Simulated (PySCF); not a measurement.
## Correlation energy of P⁺ (phosphorus, charge +1)

[Ne] 3s1 3p3, high-spin 5S determinant (an excited configuration). All numbers are calculated (PySCF 2.14, the spin-free X2C one-electron Hamiltonian (Gaussian nucleus), in x2c-TZVPPall). Frozen: 1s2; 12 electrons correlated.

MP2 pair energies summed by pair of shells (mhartree):

```tsv
pair	energy	share (%)
2p-2p	-101.77	57.8
2s-2p	-22.68	12.9
3p-3p	-19.82	11.3
2p-3p	-15.85	9.0
2p-3s	-4.78	2.7
2s-2s	-4.75	2.7
3s-3p	-3.35	1.9
2s-3p	-2.42	1.4
2s-3s	-0.72	0.4
```

Total MP2 correlation energy: -176.14 mhartree.

Same-spin part -68.27 and opposite-spin part -107.87 mhartree; SCS-MP2 scales them by 1/3 and 6/5 to -152.20 mhartree.

This basis was not built for core-valence correlation, so the inner-shell part is incomplete.
